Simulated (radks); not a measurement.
Task: The mean radii <r> (bohr) of the occupied orbitals of an atom or ion are listed with their occupations. Method: scalar-relativistic Kohn-Sham, LDA (Slater exchange, VWN5 correlation), spin-polarised, spherical densities, point nucleus; computed with a radial shooting solver on a logarithmic mesh with Libxc functionals.

orbital  occ.      <r>
1s up       1  0.01632
1s down     1  0.01632
2s up       1  0.06877
2s down     1  0.06877
2p up       3  0.06236
2p down     3  0.06236
3s up       1   0.1777
3s down     1   0.1777
3p up       3   0.1794
3p down     3   0.1794
3d up       5   0.1625
3d down     5   0.1625
4s up       1   0.3918
4s down     1   0.3918
4p up       3   0.4178
4p down     3   0.4178
4d up       5   0.4399
4d down     5   0.4397
5s up       1   0.8695
5s down     1   0.8686
4f up       7   0.4668
4f down     7   0.4660
5p up       3   0.9900
5p down     2   0.9894
5d up       5    1.266
5d down     4    1.268
6s up       1    2.009

Name the element and its charge. Open shells, if any, are filled with parallel spins first.

Result: Z = 81, thallium, charge +4: Tl4+ in [Kr] 4d10 4f14 5s2 5p5 5d9 6s1. The 1s radius gives Z: for a bare nucleus <r> = (2 gamma + 1)/(2Z) with gamma = sqrt(1 - (Z/c)^2), 0.01613 bohr for Z = 81, and screening makes it slightly larger (0.01632 here). The occupations add up to 77, and the charge is Z minus that.
